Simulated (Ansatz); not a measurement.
`OC#C[CH2][GaH2]` + H₂O → `OC#CCO` + `[GaH3]`  (formal hydrolysis of a C–Ga bond)

Calculated with Ansatz (gas phase, PBE0-D4/def2-TZVP geometries, no zero-point term in ΔE). CCSD(T)/CBS adds triple-zeta CCSD(T) − MP2 to the extrapolated MP2 energy (def2 sets, frozen cores). This one scheme is used for every species. DFT in def2-TZVPP. For Ga outer-core shells are correlated without core-valence functions, which leaves a few kJ/mol of doubt a bond. Scalar relativity is left out up to krypton. Each species was taken in one conformer, which may not be the lowest.

(1) Is it downhill or uphill in electronic energy at CCSD(T)/CBS, and by how much? (An estimate is asked.)

(2) What do these levels give: PBE-D4, revPBE-D4, PBE0-D4, PBE0, LC-ωPBE, CCSD(T)/def2-TZVPP? (Best estimate.)

Largest T1 diagnostic among the species: 0.013.

Results:

(1) Ansatz gave: Uphill: ΔE = +93.8 kJ/mol.

(2) Computed: PBE-D4 81.5, revPBE-D4 80.8, PBE0-D4 83.0, PBE0 79.9, LC-ωPBE 79.4, CCSD(T)/def2-TZVPP 85.3 kJ/mol.

In def2-TZVPP, CCSD(T) changes the Hartree–Fock value by +21.4 kJ/mol (the triples alone add +1.6 kJ/mol) and MP2 by +31.8 kJ/mol. The D4 term adds +5.5 kJ/mol with B3LYP and +3.1 kJ/mol with PBE0; it sums over pairs of atoms, weighted by their polarisabilities, and B3LYP, whose exchange is more repulsive, gets the larger term. Leaving LDA and LC-ωPBE aside and taking each functional with its dispersion term where it has one, the values, not all of them listed here, spread over 16.3 kJ/mol, from B97M-V to PBE-QIDH.

B3LYP here is the variant with VWN-RPA as its local correlation; programs differ in this.
